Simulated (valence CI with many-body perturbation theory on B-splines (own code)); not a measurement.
## Level structure of Er⁴⁷⁺

Computed by valence CI with perturbative core correlation (CI+MBPT): three valence electrons over a frozen Dirac-Fock core [Ar], radial functions for each j: 7 s, 7 p, 8 d, 6 f, 4 g, 1 h, with the one-electron correlation potential Σ1 (screened to all orders), the two-electron term Σ2, the three-electron term Σ3, Breit, model QED; selected single and double excitations, second order for the rest, scaled by the run's own slope (own B-spline code, finite nucleus).

The last digits are not significant, and no measured levels were compared; by estimate large intervals hold to a few tenths of a per cent, small ones and those within an open d or f shell to about a per cent. Only levels of the ground parity were solved; by the run's estimate the other parity begins above the list, which can be wrong where configurations are misplaced.

Levels 1 to 19 of 19, with energies above the lowest level, (3d3/2^3) J=3/2. "Leading %" is the weight of the configuration and term that name the level; weights of strongly mixed levels are sums over their largest components and can fall short, so below about 35 % the name and the second component can differ from the true leading terms, or belong to a minority configuration. In the jj column 3d3/2^4 stands for four electrons in 3d with j = 3/2. Lifetimes count E1, E2, E3, M1 and M2 decay at the calculated energies, and are blank where another channel may lead or the interval is too uncertain; long ones can be off by a factor of two.

```tsv
No.	Configuration	Term	J	E (cm⁻¹)	Leading %	Second component	Lifetime	Leading jj
1	3d³	⁴F	3/2	0	48	38 % 3d³ ²D		3d3/2^3 (98 %)
2	3d³	⁴F	5/2	338290	83	15 % 3d³ ²D	1.05 μs	3d3/2^2 3d5/2 (99 %)
3	3d³	⁴P	3/2	386120	39	31 % 3d³ ⁴F	1.26 μs	3d3/2^2 3d5/2 (98 %)
4	3d³	²G	7/2	409770	48	36 % 3d³ ⁴F	195 μs	3d3/2^2 3d5/2 (96 %)
5	3d³	²H	9/2	413050	44	42 % 3d³ ²G		3d3/2^2 3d5/2 (99 %)
6	3d³	⁴P	1/2	423920	58	42 % 3d³ ²P	3.37 μs	3d3/2^2 3d5/2 (100 %)
7	3d³	⁴P	5/2	584260	40	38 % 3d³ ²D	7.39 μs	3d3/2^2 3d5/2 (92 %)
8	3d³	⁴F	7/2	742230	62	35 % 3d³ ²G	556 ns	3d3/2 3d5/2^2 (98 %)
9	3d³	⁴F	9/2	773630	52	42 % 3d³ ²H	952 ns	3d3/2 3d5/2^2 (97 %)
10	3d³	⁴P	3/2	811040	41	39 % 3d³ ²D	447 ns	3d3/2 3d5/2^2 (99 %)
11	3d³	²P	1/2	831950	58	42 % 3d³ ⁴P	708 ns	3d3/2 3d5/2^2 (100 %)
12	3d³	²H	11/2	844450	100		2.32 μs	3d3/2 3d5/2^2 (100 %)
13	3d³	²D	5/2	849440	46	31 % 3d³ ⁴P	904 ns	3d3/2 3d5/2^2 (92 %)
14	3d³	²F	5/2	903990	43	39 % 3d³ ²D	1.39 μs	3d3/2 3d5/2^2 (97 %)
15	3d³	²F	7/2	913440	81	17 % 3d³ ²G	1.73 μs	3d3/2 3d5/2^2 (98 %)
16	3d³	²D	3/2	1048600	72	22 % 3d³ ²P	812 ns	3d3/2 3d5/2^2 (91 %)
17	3d³	²G	9/2	1175100	51	35 % 3d³ ⁴F	458 ns	3d5/2^3 (98 %)
18	3d³	²D	3/2	1280700	50	36 % 3d³ ²P	435 ns	3d5/2^3 (92 %)
19	3d³	²D	5/2	1353400	61	23 % 3d³ ²F	337 ns	3d5/2^3 (95 %)
```

The ionisation energy to 3d² ³F2 of the next ion comes out as 4038.8 eV (NIST: 4038 ± 4 eV (theoretical)). All 19 levels together are meant to be complete up to 1407500 cm⁻¹.
